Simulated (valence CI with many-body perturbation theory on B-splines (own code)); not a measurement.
Results of a calculation; reference values are marked as such.
Sensitivity of CI+MBPT for Tm LVI

Level of theory: valence CI with perturbative core correlation (CI+MBPT): four valence electrons over a frozen Dirac-Fock core [Ne], radial functions for each j: 6 s, 6 p, 5 d, 3 f, 1 g, with the one-electron correlation potential Σ1, the two-electron term Σ2, the three-electron term Σ3, Breit, model QED; selected CI, second order for the rest, scaled by the run's own slope (own B-spline code, finite nucleus).

The last digits are not significant, and no measured levels were compared; by estimate large intervals hold to a few tenths of a per cent, small ones and those within an open d or f shell to about a per cent.

The reference run has the lowest level (3s^2 3p1/2^2) J=0 and an ionisation energy of 5529.60 eV. Its largest variational space holds 10000 state functions.

Levels are named by their leading jj configuration (3d3/2^4 stands for four electrons in 3d with j = 3/2), which in mixed levels can hold well under half, so a name can repeat and another be missing.

Changed runs:
A. shift of the energy in Σ1 (hartree) 0 → -58.017
B. factor on the speed of light 1 → 100; QED terms on → off
C. selection threshold (hartree) 2e-08 → 1e-05
D. scale of Σ2 1 → 3 (bad on purpose)

Excitation energies of the reference run in cm⁻¹, and shifts in cm⁻¹:

| Level | Reference | A | B | C | D |
| --- | --- | --- | --- | --- | --- |
| (3s^2 3p1/2 3p3/2) J=1 | 1992230 | -155 | -1992176 | -11 | +2015 |
| (3s^2 3p1/2 3p3/2) J=2 | 2062030 | -156 |  | -11 | +1545 |
| (3s 3p1/2^2 3p3/2) J=2 | 3206380 | +15 |  | -10 | +1322 |
| (3s 3p1/2^2 3p3/2) J=1 | 3415870 | +6.3 | -2412546 | -11 | -2747 |
| (3s^2 3p1/2 3d3/2) J=2 | 3618180 | -43 |  | -11 | -1820 |
| (3s^2 3p1/2 3d3/2) J=1 | 3933210 | -34 |  | -13 | -12024 |
| (3s^2 3p3/2^2) J=2 | 4106120 | -310 |  | -6.7 | +3537 |
| (3s^2 3p1/2 3d5/2) J=2 | 4228850 | -110 |  | -14 | -6172 |
| (3s^2 3p1/2 3d5/2) J=3 | 4235960 | -114 |  | -9.3 | -4327 |
| (3s^2 3p3/2^2) J=0 | 4257370 | -312 | -3998030 | 0 | +2490 |
| (3s 3p1/2^2 3d3/2) J=1 | 4861830 | +130 |  | -8.0 | -3606 |
| (3s 3p1/2^2 3d3/2) J=2 | 4914620 | +129 |  | -13 | -4154 |
| Ionisation energy (eV) | 5529.60 | -0.15 | -317.18 | -0.00016 | +0.16 |

A blank means that the level has no clear partner in that run.
